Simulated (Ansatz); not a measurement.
Abridged output of a molecular run in Ansatz:

```
Functional definition: HF
1068 factors; integrals over basis functions are off by at most 1.0e-3 eV
mean field evaluation 1: about -68413.0802 eV, gradient 3.5e1 eV
mean field evaluation 2: about -68413.0864 eV, gradient 3.5e1 eV
mean field evaluation 4: about -68416.3851 eV, gradient 4.4e0 eV
mean field evaluation 8: about -68416.4531 eV, gradient 1.6e-1 eV
mean field evaluation 16: about -68416.4385 eV, gradient 1.7e0 eV
mean field -68416.45327952 eV, -2514.2582836848 hartree, gradient 1.2e-6 eV, S^2 0.000000; 0 other end points of the search recorded, 0 dependent functions left out
17 core orbitals not correlated: weight in the atoms' cores, before any rotation towards them, 1.000 or more for the frozen orbitals, at most 0.000 for the correlated occupied ones
reference -68416.45327952 eV, -2514.2582836848 hartree; 18, 18 occupied and 72, 72 virtual orbitals, 1068 factors
second order -20.59712229 eV of doubles, -0.00000000 eV of singles
cycle   1  -20.39499700 eV  change    2.0e-1 eV  update   1.2e-1
cycle   2  -21.05523948 eV  change   -6.6e-1 eV  update   3.5e-2
cycle   3  -21.17289745 eV  change   -1.2e-1 eV  update   1.6e-2
cycle   4  -21.17568813 eV  change   -2.8e-3 eV  update   4.4e-3
cycle   5  -21.17837788 eV  change   -2.7e-3 eV  update   1.8e-3
cycle   6  -21.17871436 eV  change   -3.4e-4 eV  update   4.8e-4
cycle   7  -21.17880077 eV  change   -8.6e-5 eV  update   1.8e-4
cycle   8  -21.17887559 eV  change   -7.5e-5 eV  update   5.5e-5
cycle   9  -21.17886686 eV  change    8.7e-6 eV  update   2.1e-5
perturbative correction -0.74743410 eV, -0.0274676964 hartree
Total energy: -68438.37958048 eV, -2515.0640603829 hartree
```

Its atoms:

Cartesian coordinates in Å:
```
C -1.3359 -0.2294 0.0907
Ga 0.4858 0.1219 -0.4713
Cl 1.0495 0.3980 -2.5083
C 1.9922 0.2623 0.7468
N 2.8557 0.3372 1.5070
H -2.0027 -0.2805 -0.7686
H -1.6698 0.5629 0.7639
H -1.3748 -1.1723 0.6398
```

Task: Which basis set was used?
A. cc-pV(Q+d)Z
B. def2-SVP
C. def2-QZVPP
D. def2-TZVPP

Result: B. It gives 107 functions.

Task: Write the keys of the input that set method, charge and spin (a neutral closed shell needs none for the last two).

Result: 
```yaml
correlation: {method: ccsd_t}
```
